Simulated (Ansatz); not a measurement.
Steps of a relaxation of C₂H₄N₂Si (`N=C[SiH]1C=N1`) with RKS PBE0-D4/def2-TZVP.

```sh
$ ansatz run in.yaml --threads 2 --pin off --events-out ev --progress --plain --max-ram 4352MiB
```

```yaml
crystal:
  periodic: [false, false, false]
  atoms:
    - {symbol: N, position_ang: [-0.422042, 0.881167, 2.053479]}
    - {symbol: C, position_ang: [-0.321952, 0.849458, 0.770154]}
    - {symbol: Si, position_ang: [0.112094, -0.779492, -0.046826]}
    - {symbol: C, position_ang: [0.750711, -0.814198, -1.748268]}
    - {symbol: N, position_ang: [-0.517088, -0.999900, -1.784557]}
    - {symbol: H, position_ang: [-0.659419, 1.837804, 2.379460]}
    - {symbol: H, position_ang: [-0.473598, 1.736471, 0.101966]}
    - {symbol: H, position_ang: [0.124383, -1.984975, 0.829667]}
    - {symbol: H, position_ang: [1.495511, -0.772534, -2.572176]}
basis:
  gaussian: {orbitals: def2-TZVP}
hamiltonian: {xc: pbe0, dispersion: d4}
relax: {f_tol: 0.005, max_steps: 150}
```

Positions (Å) and forces (eV/Å) along the path, 8 of 8 steps:

```xyz
9
step=1 energy=-12987.2141 eV
N    -0.422    0.881    2.053   -0.054    0.630   -1.041
C    -0.322    0.849    0.770   -0.076    0.184    0.625
Si    0.112   -0.779   -0.047   -0.155   -0.205   -1.039
C     0.751   -0.814   -1.748   -0.594   -0.060    0.125
N    -0.517   -1.000   -1.785    1.127    0.229    0.737
H    -0.659    1.838    2.379    0.130   -0.577   -0.164
H    -0.474    1.736    0.102    0.075   -0.470    0.470
H     0.124   -1.985    0.830    0.004    0.304   -0.152
H     1.496   -0.773   -2.572   -0.456   -0.034    0.439
9
step=2 energy=-12987.2736 eV
N    -0.416    0.877    2.034   -0.079    0.272   -0.236
C    -0.317    0.845    0.764    0.006   -0.023    0.078
Si    0.108   -0.777   -0.053   -0.103   -0.075   -0.735
C     0.748   -0.810   -1.738   -0.105   -0.006    0.176
N    -0.510   -0.992   -1.773    0.347    0.088    0.488
H    -0.661    1.819    2.360    0.074   -0.201   -0.004
H    -0.469    1.726    0.114    0.010   -0.128    0.143
H     0.125   -1.962    0.828    0.000    0.083   -0.022
H     1.481   -0.771   -2.553   -0.150   -0.011    0.112
9
step=3 energy=-12987.2874 eV
N    -0.434    0.869    2.020    0.137    0.065    0.058
C    -0.327    0.839    0.755   -0.016   -0.070   -0.034
Si    0.103   -0.776   -0.066   -0.118   -0.013   -0.107
C     0.752   -0.807   -1.728    0.183    0.044    0.064
N    -0.502   -0.991   -1.756   -0.122   -0.037    0.034
H    -0.631    1.813    2.358   -0.111   -0.033    0.020
H    -0.472    1.721    0.116    0.043    0.063   -0.017
H     0.126   -1.946    0.825    0.007   -0.016    0.039
H     1.475   -0.768   -2.543   -0.002   -0.003   -0.056
9
step=4 energy=-12987.2878 eV
N    -0.432    0.868    2.018    0.021    0.019    0.100
C    -0.343    0.838    0.753    0.172   -0.065   -0.034
Si    0.092   -0.776   -0.069   -0.102   -0.005   -0.094
C     0.753   -0.805   -1.726    0.170    0.046    0.054
N    -0.500   -1.001   -1.760   -0.141   -0.048    0.022
H    -0.625    1.812    2.360   -0.067   -0.015    0.019
H    -0.462    1.725    0.120   -0.053    0.091   -0.066
H     0.131   -1.941    0.828   -0.005   -0.027    0.039
H     1.476   -0.765   -2.542    0.005    0.003   -0.040
9
step=5 energy=-12987.2910 eV
N    -0.417    0.870    2.020   -0.037    0.021    0.036
C    -0.319    0.843    0.754    0.006   -0.022   -0.008
Si    0.094   -0.775   -0.071   -0.004    0.005   -0.001
C     0.753   -0.807   -1.728    0.153    0.016    0.040
N    -0.502   -1.000   -1.757   -0.125   -0.012   -0.029
H    -0.652    1.805    2.362    0.029   -0.024    0.001
H    -0.466    1.728    0.120   -0.014    0.031   -0.022
H     0.125   -1.939    0.829    0.002   -0.009    0.023
H     1.473   -0.770   -2.546   -0.012   -0.005   -0.040
9
step=6 energy=-12987.2915 eV
N    -0.419    0.864    2.020   -0.002   -0.009    0.015
C    -0.323    0.848    0.754    0.006    0.002   -0.030
Si    0.094   -0.767   -0.078   -0.019   -0.014    0.030
C     0.759   -0.813   -1.732   -0.027   -0.002    0.018
N    -0.498   -1.003   -1.762    0.018    0.008    0.001
H    -0.649    1.795    2.373    0.003   -0.002   -0.001
H    -0.473    1.738    0.127   -0.004    0.022   -0.008
H     0.123   -1.922    0.836    0.009   -0.010   -0.001
H     1.474   -0.785   -2.555    0.016    0.004   -0.023
9
step=7 energy=-12987.2917 eV
N    -0.419    0.864    2.019   -0.003    0.003    0.005
C    -0.324    0.847    0.752    0.006    0.000   -0.010
Si    0.092   -0.770   -0.076   -0.008   -0.003    0.006
C     0.758   -0.811   -1.730    0.000    0.000    0.006
N    -0.499   -1.002   -1.761    0.006    0.001   -0.002
H    -0.647    1.796    2.371    0.002   -0.004    0.001
H    -0.471    1.738    0.124   -0.001    0.000   -0.001
H     0.125   -1.927    0.836    0.001    0.002    0.000
H     1.474   -0.781   -2.553   -0.002    0.002   -0.004
9
step=8 energy=-12987.2917 eV
N    -0.420    0.864    2.018   -0.001    0.001    0.000
C    -0.324    0.847    0.752    0.002    0.000   -0.001
Si    0.091   -0.771   -0.075   -0.002    0.000    0.002
C     0.758   -0.811   -1.729    0.004   -0.001    0.001
N    -0.499   -1.003   -1.761   -0.001    0.000   -0.002
H    -0.646    1.796    2.371    0.001   -0.001    0.000
H    -0.471    1.739    0.124   -0.001   -0.001    0.000
H     0.125   -1.927    0.837    0.000    0.002   -0.001
H     1.474   -0.780   -2.552   -0.002    0.001    0.000
```

Run time 37 s (2 threads of an Arm Neoverse V1 on a shared host); peak host memory 0.41 GiB.
